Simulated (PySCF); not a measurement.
PySCF input:

```python
from pyscf import gto, scf, dft

mol = gto.M(
    atom='''
    Si   -0.01744499   -0.55019002    0.24289773
    F    -0.17163035   -1.47494125   -1.04826972
    Cl   -1.62755512    0.72474828    0.30091568
    Cl    1.73278471    0.50920063    0.05401721
    ''',
    basis='def2-tzvpd',
    charge=0,
    spin=1,
    verbose=4,
)

mf = dft.UKS(mol, xc='m062x').density_fit(auxbasis='def2-universal-jkfit')
mf.grids.level = 4
mf.conv_tol = 1e-9
mf.max_cycle = 100
mf.max_memory = 1500
mf.kernel()
if not mf.converged:
    mf = mf.newton()
    mf.kernel(mf.make_rdm1())
for _ in range(2):
    mo, _, stable, _ = mf.stability(return_status=True)
    if stable:
        break
    mf.kernel(mf.make_rdm1(mo, mf.mo_occ))
mf.analyze()
```

**Question.** Predict the final energy.

**Answer.** -1309.86218 Eh (M06-2X/def2-TZVPD).

It need not be the lowest isomer of its formula.
